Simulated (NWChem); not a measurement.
Everything below was run with NWChem. System: C₄H₅Si, charge 0, spin multiplicity 2, displaced from the optimised geometry. The structure started from a generated list of species. Its SCF solution wasn't tested for a lower state. Level: UB3LYP/def2-SVP, VWN1-RPA local correlation.

Job file:

```
start mol
memory heap 200 mb stack 900 mb global 1100 mb
geometry units angstroms nocenter noautoz
  C     -0.747722     0.000000     1.264382
  C     -1.391242     0.000000     0.016719
  Si     0.000000     0.000000    -1.207944
  C      1.391242     0.000000     0.016719
  C      0.747722     0.000000     1.264382
  H     -1.304055     0.000000     2.232695
  H     -2.496044     0.000000    -0.105071
  H      0.000000     0.000000    -2.717247
  H      2.496044     0.000000    -0.105071
  H      1.304055     0.000000     2.232695
  symmetry group C2v
end
basis spherical
  * library def2-svp
end
dft
  xc b3lyp
  odft
  mult 2
  semidirect memsize 60000000 filesize 0
  iterations 100
  grid medium
end
task dft gradient
```

NWChem printed:

```
             Northwest Computational Chemistry Package (NWChem) 7.3.0
             --------------------------------------------------------

                                NWChem Input Module
                                -------------------

 Scaling coordinates for geometry "geometry" by  1.889725989
 (inverse scale =  0.529177249)

 Turning off AUTOSYM since
 SYMMETRY directive was detected!

                             Geometry "geometry" -> ""
                             -------------------------

 Output coordinates in angstroms (scale by  1.889725989 to convert to a.u.)

  No.       Tag          Charge          X              Y              Z
 ---- ---------------- ---------- -------------- -------------- --------------
    1 C                    6.0000    -0.74772200     0.00000000     1.26438200
    2 C                    6.0000    -1.39124200     0.00000000     0.01671900
    3 Si                  14.0000     0.00000000     0.00000000    -1.20794400
    4 C                    6.0000     1.39124200     0.00000000     0.01671900
    5 C                    6.0000     0.74772200     0.00000000     1.26438200
    6 H                    1.0000    -1.30405500     0.00000000     2.23269500
    7 H                    1.0000    -2.49604400     0.00000000    -0.10507100
    8 H                    1.0000     0.00000000     0.00000000    -2.71724700
    9 H                    1.0000     2.49604400     0.00000000    -0.10507100
   10 H                    1.0000     1.30405500     0.00000000     2.23269500

 Effective nuclear repulsion energy (a.u.)     189.1254146688

            Nuclear Dipole moment (a.u.)
            ----------------------------
        X                 Y               Z
 ---------------- ---------------- ----------------
    -0.0000000000     0.0000000000    -0.0000056692

      Symmetry information
      --------------------

 Group name             C2v
 Group number             16
 Group order               4
 No. of unique centers     6

      Symmetry unique atoms

     1    2    3    6    7    8


 Summary of "ao basis" -> "" (spherical)
 ------------------------------------------------------------------------------
       Tag                 Description            Shells   Functions and Types
 ---------------- ------------------------------  ------  ---------------------
 *                          def2-svp                  on all atoms

                                 NWChem DFT Module
                                 -----------------

 Summary of "ao basis" -> "ao basis" (spherical)
 ------------------------------------------------------------------------------
       Tag                 Description            Shells   Functions and Types
 ---------------- ------------------------------  ------  ---------------------
 C                          def2-svp                 6       14   3s2p1d
 Si                         def2-svp                 8       18   4s3p1d
 H                          def2-svp                 3        5   2s1p

 Summary of "ao basis" -> "ao basis" (spherical)
 ------------------------------------------------------------------------------
       Tag                 Description            Shells   Functions and Types
 ---------------- ------------------------------  ------  ---------------------
 C                          def2-svp                 6       14   3s2p1d
 Si                         def2-svp                 8       18   4s3p1d
 H                          def2-svp                 3        5   2s1p
[...]
    beta     71     72     73     74     75     76     77     79     78     81
 overlap   1.000  1.000  0.999  1.000  0.998  1.000  1.000  0.998  1.000  1.000

   alpha     81     82     83     84     85     86     87     88     89     90
    beta     80     82     83     84     85     86     87     88     89     91
 overlap   1.000  1.000  0.999  1.000  1.000  1.000  0.999  1.000  1.000  1.000

   alpha     91     92     93     94     95     96     97     98     99
    beta     90     92     93     94     95     96     97     98     99
 overlap   1.000  1.000  1.000  1.000  1.000  1.000  1.000  1.000  1.000

     --------------------------
     Expectation value of S2:
     --------------------------
      <S2> =      0.7588 (Exact =     0.7500)

 center of mass
 --------------
 x =  -0.00000000 y =   0.00000000 z =  -0.03494379

 moments of inertia (a.u.)
 ------------------
         345.251067656084           0.000000000000           0.000000000000
           0.000000000000         616.141746452610           0.000000000000
           0.000000000000           0.000000000000         270.890678796527

     Multipole analysis of the density
     ---------------------------------

     L   x y z        total         alpha         beta         nuclear
     -   - - -        -----         -----         ----         -------
     0   0 0 0     -0.000000    -22.000000    -21.000000     43.000000

     1   1 0 0     -0.000000      0.000000     -0.000000     -0.000000
     1   0 1 0     -0.000000     -0.000000      0.000000      0.000000
     1   0 0 1     -0.180403      0.212989     -0.393386     -0.000006

     2   2 0 0    -26.398698    -95.717528    -94.226274    163.545104
     2   1 1 0     -0.000000     -0.000000     -0.000000      0.000000
     2   1 0 1      0.000000      0.000000     -0.000000      0.000000
     2   0 2 0    -30.020977    -17.024282    -12.996695      0.000000
     2   0 1 1      0.000000      0.000000     -0.000000      0.000000
     2   0 0 2    -25.058378   -117.822566   -110.752421    203.516610

            General Information
            -------------------
          SCF calculation type: DFT
          Wavefunction type:  spin polarized.
          No. of atoms     :    10
          No. of electrons :    43
           Alpha electrons :    22
            Beta electrons :    21
          Charge           :     0
          Spin multiplicity:     2
          Use of symmetry is: on ; symmetry adaption is: on
          Maximum number of iterations: 100
          AO basis - number of functions:    99
                     number of shells:    47
          Convergence on energy requested:  1.00D-06
          Convergence on density requested:  1.00D-05
          Convergence on gradient requested:  5.00D-04

              XC Information
              --------------
                         B3LYP Method XC Potential
                     Hartree-Fock (Exact) Exchange  0.200
                        Slater Exchange Functional  0.800 local
                    Becke 1988 Exchange Functional  0.720 non-local
              Lee-Yang-Parr Correlation Functional  0.810
                  VWN I RPA Correlation Functional  0.190 local

             Grid Information
             ----------------
          Grid used for XC integration:  medium
          Radial quadrature: Mura-Knowles
          Angular quadrature: Lebedev.
          Tag              B.-S. Rad. Rad. Pts. Rad. Cut. Ang. Pts.
          ---              ---------- --------- --------- ---------
          C                   0.70       49          11.0       434
          Si                  1.10       88          10.0       590
          H                   0.35       45          12.0       434
          Grid pruning is: on
          Number of quadrature shells:   321
          Spatial weights used:  Erf1

          Convergence Information
          -----------------------
          Convergence aids based upon iterative change in
          total energy or number of iterations.
          Levelshifting, if invoked, occurs when the
          HOMO/LUMO gap drops below (HL_TOL):  1.00D-02
          DIIS, if invoked, will attempt to extrapolate
          using up to (NFOCK): 10 stored Fock matrices.

                    Damping( 0%)  Levelshifting(0.5)       DIIS
                  --------------- ------------------- ---------------
          dE  on:    start            ASAP                start
          dE off:    2 iters        100 iters           100 iters

      Screening Tolerance Information
      -------------------------------
          Density screening/tol_rho:  1.00D-10
          AO Gaussian exp screening on grid/accAOfunc:  14
          CD Gaussian exp screening on grid/accCDfunc:  20
          XC Gaussian exp screening on grid/accXCfunc:  20
          Schwarz screening/accCoul:  1.00D-08

                            NWChem DFT Gradient Module
                            --------------------------

  charge          =   0.00
  wavefunction    = open shell

  Using symmetry

                         DFT ENERGY GRADIENTS

    atom               coordinates                        gradient
                 x          y          z           x          y          z
   1 C      -1.412990   0.000000   2.389336   -0.000427   0.000000   0.012135
   2 C      -2.629066   0.000000   0.031594   -0.010623   0.000000  -0.012519
   3 Si      0.000000   0.000000  -2.282683    0.000000   0.000000  -0.010387
   4 C       2.629066   0.000000   0.031594    0.010623   0.000000  -0.012519
   5 C       1.412990   0.000000   2.389336    0.000427   0.000000   0.012135
   6 H      -2.464307   0.000000   4.219182   -0.007110   0.000000   0.012323
   7 H      -4.716839   0.000000  -0.198555   -0.014242   0.000000  -0.001535
   8 H       0.000000   0.000000  -5.134852    0.000000   0.000000  -0.010421
   9 H       4.716839   0.000000  -0.198555    0.014242   0.000000  -0.001535
  10 H       2.464307   0.000000   4.219182    0.007110   0.000000   0.012323

                 ----------------------------------------
                 |  Time  |  1-e(secs)   |  2-e(secs)   |
                 ----------------------------------------
                 |  CPU   |       0.00   |       1.05   |
                 ----------------------------------------
                 |  WALL  |       0.00   |       1.05   |
                 ----------------------------------------

 Task  times  cpu:        3.6s     wall:        3.6s

 Total times  cpu:        3.6s     wall:        3.6s
```
